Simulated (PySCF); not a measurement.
Compound: C6H8Ge.
Cartesian coordinates in Å at the PBE0-D3(BJ)/def2-SVP level; atoms count from 1:
```xyz
15
C6H8Ge angstrom
C      3.115   -1.397   -0.075
C      2.102   -0.852    0.320
Ge     0.505    0.002    0.914
C     -1.102   -1.022    0.426
C     -1.772   -0.111   -0.566
C     -1.243    1.085   -0.865
C      0.035    1.543   -0.216
H      4.012   -1.878   -0.425
H      0.657    0.309    2.413
H     -0.846   -1.999   -0.015
H     -1.747   -1.227    1.297
H     -2.703   -0.436   -1.045
H     -1.738    1.741   -1.589
H     -0.111    2.464    0.374
H      0.821    1.761   -0.956
```

Theory: TDDFT CAM-B3LYP/def2-SVPD, vertical, gas phase, core orbitals frozen in the response (PySCF). The CAM-B3LYP/def2-SVPD calculation is non-relativistic and has no spin–orbit coupling, an omission that weighs most on germanium.

Transition dipole moments from the ground state, in atomic units and in the frame of the coordinates above (overall signs are arbitrary), for the states with f of 0.002 or more among the lowest 10:

```json
{"state": "S3", "E (hartree)": "0.2317", "μx": "0.198", "μy": "-0.058", "μz": "0.125"}
{"state": "S4", "E (hartree)": "0.2456", "μx": "-0.104", "μy": "0.078", "μz": "0.122"}
{"state": "S5", "E (hartree)": "0.2566", "μx": "0.166", "μy": "0.378", "μz": "-0.095"}
{"state": "S6", "E (hartree)": "0.2606", "μx": "-0.357", "μy": "-0.806", "μz": "0.202"}
{"state": "S8", "E (hartree)": "0.2754", "μx": "-0.044", "μy": "0.052", "μz": "0.136"}
{"state": "S9", "E (hartree)": "0.2762", "μx": "-0.165", "μy": "-0.370", "μz": "0.092"}
{"state": "S10", "E (hartree)": "0.2833", "μx": "-1.014", "μy": "0.420", "μz": "-0.115"}
```

What oscillator strength does each state have?

f = (2/3) ΔE |μ|² with ΔE in hartree (27.2114 eV).

| state | \|μ\|² (au) | \|μ\| (D) | f |
| --- | --- | --- | --- |
| S3 | 0.058 | 0.61 | 0.009 |
| S4 | 0.032 | 0.45 | 0.005 |
| S5 | 0.180 | 1.08 | 0.031 |
| S6 | 0.819 | 2.30 | 0.142 |
| S8 | 0.023 | 0.39 | 0.004 |
| S9 | 0.172 | 1.06 | 0.032 |
| S10 | 1.217 | 2.80 | 0.230 |

What is the point group, and which symmetry does each of these states have?

Cs. The ground state is totally symmetric, so the direction of μ fixes the label. Polarised normal to the mirror plane, so A″: S5, S6 and S9. Polarised in the mirror plane, so A′: S3, S4, S8 and S10.

Which bond between heavy atoms lies closest to the direction of the S10 transition dipole?

C2–Ge3 and C1–C2, at 25° from it; next C6–C7 and C4–C5 at 45°.

What angle do the transition dipoles of S6 and S9 make?

|cos θ| = |μa·μb| / (|μa| |μb|) = 1.00, so θ ≈ 0° (taken between 0 and 90°, since the signs are arbitrary).

What peak molar absorption coefficient would the strongest computed level give as a lone Gaussian band 0.4 eV wide at half height?

ε(max) = 2.175×10⁸ f / FWHM, with the width in cm⁻¹. S10: 2.175×10⁸ × 0.2299 / 3226 ≈ 15000 L mol⁻¹ cm⁻¹.

All these states lie below the vertical ionisation energy of 9.22 eV (ΔSCF).
